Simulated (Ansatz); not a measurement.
One change: `[F][GeH2][SiH2]S` becomes `[F][GeH2][SiH2][SiH3]`.

Ansatz, PBE0-D4/def2-TZVP geometries, multiplicity 1. Each molecule was computed in one conformer, which needn't be the lowest.

Scalar relativity is left out up to krypton.

```json
{"property": "LUMO energy (PBE/def2-TZVPP) / eV", "`[F][GeH2][SiH2]S`": "-1.58"}
{"property": "HOMO energy (PBE0/def2-TZVPP) / eV", "`[F][GeH2][SiH2]S`": "-7.51"}
{"property": "HOMO energy (PBE/def2-TZVPP) / eV", "`[F][GeH2][SiH2]S`": "-6.34"}
{"property": "LUMO energy (B3LYP/def2-TZVPP) / eV", "`[F][GeH2][SiH2]S`": "-0.94"}
{"property": "HOMO–LUMO gap (B3LYP/def2-TZVPP) / eV", "`[F][GeH2][SiH2]S`": "6.36"}
{"property": "size of the dipole moment (PBE/def2-TZVPP) / D", "`[F][GeH2][SiH2]S`": "2.43"}
```

(1) What does the change do to each property? (Estimate.)

Results:

(1) Ansatz gave: 
```csv
property,`[F][GeH2][SiH2][SiH3]`,shift
LUMO energy (PBE/def2-TZVPP) / eV,-1.63,-0.05
HOMO energy (PBE0/def2-TZVPP) / eV,-8.13,-0.62
HOMO energy (PBE/def2-TZVPP) / eV,-7.01,-0.67
LUMO energy (B3LYP/def2-TZVPP) / eV,-1.00,-0.06
HOMO–LUMO gap (B3LYP/def2-TZVPP) / eV,6.94,0.58
size of the dipole moment (PBE/def2-TZVPP) / D,1.93,-0.50
```

With PBE0 the HOMO falls by 0.62 eV and the LUMO falls by 0.07 eV, so the gap widens by about 0.55 eV. PBE moves the HOMO by -0.67 eV and ωB97M-V by -0.50 eV. Dipoles are sizes alone; their direction can turn.

B3LYP here is the variant with VWN-RPA as its local correlation; programs differ in this.
